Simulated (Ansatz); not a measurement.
C4H7FSi (`C=C=C[SiH](C)F`), relaxed with RKS PBE0-D4/def2-TZVP in the Gaussian-basis code of Ansatz from a PBE-D4/def2-SVP geometry. The force threshold is 0.005 eV/Å; the program also tests the step.

Total charge 0; spin multiplicity 1.

Start:

```xyz
13

C     1.792    1.476   -0.904
C     0.776    0.685   -1.182
C    -0.245   -0.121   -1.400
Si   -1.194   -0.886    0.024
C    -0.373   -0.519    1.663
F    -2.717   -0.253    0.028
H     2.818    1.080   -0.807
H     1.652    2.563   -0.778
H    -0.549   -0.337   -2.444
H    -1.368   -2.361   -0.216
H     0.611   -1.028    1.728
H    -0.201    0.571    1.781
H    -1.002   -0.870    2.507
```

```tsv
step	energy (eV)	largest force (eV/Å)	largest move (Å)
1	-14849.3313	0.900	0.000
2	-14849.4108	0.548	0.044
3 (rejected)	-14849.3710	0.669	0.195
4	-14849.4213	0.294	0.025
5 (rejected)	-14849.4098	0.378	0.050
6	-14849.4256	0.065	0.022
7 (rejected)	-14849.4245	0.091	0.050
8	-14849.4264	0.017	0.025
9	-14849.4267	0.008	0.016
10	-14849.4268	0.025	0.024
11 (rejected)	-14849.4265	0.063	0.019
12	-14849.4269	0.015	0.009
13 (rejected)	-14849.4268	0.032	0.015
14	-14849.4270	0.005	0.007
15	-14849.4270	0.006	0.013
16	-14849.4271	0.010	0.015
17	-14849.4271	0.008	0.005
18 (rejected)	-14849.4271	0.014	0.016
19	-14849.4271	0.006	0.007
20 (rejected)	-14849.4271	0.007	0.003
21	-14849.4271	0.003	0.001
```

End:

```xyz
13

C     1.803    1.418   -0.907
C     0.768    0.677   -1.170
C    -0.273   -0.074   -1.384
Si   -1.172   -0.878    0.024
C    -0.392   -0.484    1.655
F    -2.687   -0.345    0.018
H     2.800    0.992   -0.861
H     1.699    2.485   -0.739
H    -0.602   -0.235   -2.410
H    -1.260   -2.342   -0.211
H     0.618   -0.897    1.707
H    -0.324    0.596    1.808
H    -0.979   -0.913    2.470
```

It took 73 s on 4 threads of an Arm Neoverse V2 on a shared host, with 0.69 GiB of host memory at the peak.
